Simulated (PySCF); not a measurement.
## Nuclear quadrupole coupling in (ClAlNH)3 ring

(ClAlNH)3 ring, Al3Cl3H3N3.
Geometry (PBE0-D3(BJ)/def2-SVP, Å), atoms numbered from 1 in this order:
```xyz
12
Al3Cl3H3N3 angstrom
Al    -0.0911   -1.2741   -1.2819
Cl    -0.1739   -2.7452   -2.7755
N      1.4580   -0.8271   -0.5257
Al     1.6130    0.4257    0.7295
Cl     3.4771    0.9291    1.5607
N      0.1040    1.2264    1.2373
Al    -1.4991    0.8343    0.5651
Cl    -3.2450    1.7823    1.2481
N     -1.5414   -0.4133   -0.7063
H      2.2953   -1.3131   -0.8382
H      0.1587    1.9412    1.9591
H     -2.4400   -0.6491   -1.1213
```

Field gradients from the PBE0/pcSseg-1 (pcSseg-2 on Al) density (PySCF, non-relativistic), principal values in atomic units, ordered |Vxx| ≤ |Vyy| ≤ |Vzz|:

```tsv
atom	Vxx	Vyy	Vzz
Al1	-0.1961	-0.7202	0.9163
Cl2	-0.5601	-0.8180	1.3781
N3	-0.0791	-0.3931	0.4723
Al4	-0.1959	-0.7189	0.9148
Cl5	-0.5678	-0.8241	1.3919
N6	-0.0715	-0.3982	0.4697
Al7	-0.1981	-0.7163	0.9143
Cl8	-0.5667	-0.8227	1.3893
N9	-0.0723	-0.3982	0.4705
```

Problem. Find the asymmetry η = (Vxx − Vyy)/Vzz and the couplings χ = eQV/h (234.96 MHz × Q in barn × V in au), with Q(27Al) = 0.1466 b, Q(35Cl) = −0.0817 b, Q(14N) = 0.02044 b.

Solution. 
| atom | environment | nucleus | η | χzz (MHz) | χxx (MHz) | χyy (MHz) |
| --- | --- | --- | --- | --- | --- | --- |
| Al1 | aluminium bonded to Cl and 2 N | 27Al | 0.57 | 31.56 | -6.76 | -24.81 |
| Cl2 | chlorine bonded to Al | 35Cl | 0.19 | -26.45 | 10.75 | 15.70 |
| N3 | nitrogen bonded to 2 Al and H | 14N | 0.66 | 2.268 | -0.380 | -1.888 |
| Al4 | aluminium bonded to Cl and 2 N | 27Al | 0.57 | 31.51 | -6.75 | -24.76 |
| Cl5 | chlorine bonded to Al | 35Cl | 0.18 | -26.72 | 10.90 | 15.82 |
| N6 | nitrogen bonded to 2 Al and H | 14N | 0.70 | 2.256 | -0.343 | -1.912 |
| Al7 | aluminium bonded to Cl and 2 N | 27Al | 0.57 | 31.49 | -6.82 | -24.67 |
| Cl8 | chlorine bonded to Al | 35Cl | 0.18 | -26.67 | 10.88 | 15.79 |
| N9 | nitrogen bonded to 2 Al and H | 14N | 0.69 | 2.260 | -0.347 | -1.913 |

The tensor is traceless: Vxx + Vyy + Vzz = 0.

Problem. What is Vzz at Al4 in SI units (1 au = 9.71736 × 10²¹ V/m²)?

Solution. 0.9148 au = 8.889 × 10²¹ V/m².

The structure is a single PBE0-D3(BJ)/def2-SVP conformer in the gas phase; no vibrational or solvent corrections. A larger basis could move these couplings by a tenth or more.
